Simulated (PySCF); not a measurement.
**Broadened absorption spectrum of C3H2Se**

C3H2Se.
Bonds: C1–C2 (triple), C2–C3, C3–Se4 (double). Hydrogens: H5 on C1; H6 on C3.

Method: PySCF, TDDFT CAM-B3LYP/def2-SVPD, vertical, gas phase, core orbitals frozen in the response. Isolated species at its PBE0-D3(BJ)/def2-SVP geometry, gas phase. Relativistic effects, spin–orbit coupling among them, are left out although an element past zinc is present.

Computed states:

```json
{"state": "S1", "E (eV)": "1.66", "f": "0.0000"}
{"state": "S2", "E (eV)": "3.79", "f": "0.0006"}
{"state": "S3", "E (eV)": "4.23", "f": "0.283"}
{"state": "S4", "E (eV)": "5.72", "f": "0.027"}
{"state": "S5", "E (eV)": "6.01", "f": "0.086"}
{"state": "S6", "E (eV)": "6.22", "f": "0.0032"}
{"state": "S7", "E (eV)": "6.34", "f": "0.038"}
{"state": "S8", "E (eV)": "6.53", "f": "0.0035"}
{"state": "S9", "E (eV)": "6.70", "f": "0.052"}
{"state": "S10", "E (eV)": "7.09", "f": "0.0029"}
```

Each state is given a Gaussian of 0.3 eV full width at half maximum, with ε(max) = 2.175×10⁸ f / Δν̃ (Δν̃ the width in cm⁻¹). The width is an assumption, not a result. The curve ends short of the highest state used, and states not computed would add to its high-energy end.

Question: What does the envelope look like, and where are its maxima?

Answer: 
E (eV), ε (L mol⁻¹ cm⁻¹) and a bar:
```
     1.21          0 
     1.31          0 
     1.40          0 
     1.50          0 
     1.60          1 
     1.69          1 
     1.79          1 
     1.88          0 
     1.98          0 
     2.08          0 
     2.17          0 
     2.27          0 
     2.36          0 
     2.46          0 
     2.56          0 
     2.65          0 
     2.75          0 
     2.84          0 
     2.94          0 
     3.03          0 
     3.13          0 
     3.23          0 
     3.32          0 
     3.42          1 
     3.51          5 
     3.61         21 
     3.71         52 
     3.80        143 
     3.90        936 #
     3.99       4360 #####
     4.09      13962 #################
     4.19      24228 ##############################
     4.28      23500 #############################
     4.38      12652 ################
     4.47       4279 #####
     4.57        714 #
     4.67         64 
     4.76          4 
     4.86          0 
     4.95          0 
     5.05          0 
     5.15          0 
     5.24          2 
     5.34         29 
     5.43        182 
     5.53        802 #
     5.62       1848 ##
     5.72       3022 ####
     5.82       4428 #####
     5.91       6629 ########
     6.01       8058 ##########
     6.10       6596 ########
     6.20       4474 ######
     6.30       4050 #####
     6.39       3813 #####
     6.49       3374 ####
```

Maxima: 293 nm (4.23 eV), ε about 25000, made up of S3 (100%); 206 nm (6.01 eV), ε about 8100, made up of S5 (96%) (ε in L mol⁻¹ cm⁻¹; maxima over ε = 5, shares over 10%).

Question: Coming from long wavelengths, where does ε first pass 100 L mol⁻¹ cm⁻¹?

Answer: At about 328 nm (3.78 eV), 2.12 eV above S1.

Question: On this curve, what absorbance would a 10⁻⁴ mol/L sample give at 266 nm over a 1 cm path?

Answer: 266 nm is 4.661 eV, where ε is about 82 L mol⁻¹ cm⁻¹, so A = ε c l ≈ 0.0082 (Beer–Lambert, with the gas-phase spectrum and the assumed width).

Question: What would ε be at 4.23 eV, the highest of these maxima, with half the width (0.15 eV)?

Answer: About 50800 L mol⁻¹ cm⁻¹ against 25400, a factor of about 2.00; a lone state at its own centre would give exactly 2.

All these states lie below the vertical ionisation energy of 8.70 eV (ΔSCF).

The run took 28 s wall on one thread, Arm Neoverse V1, shared host.
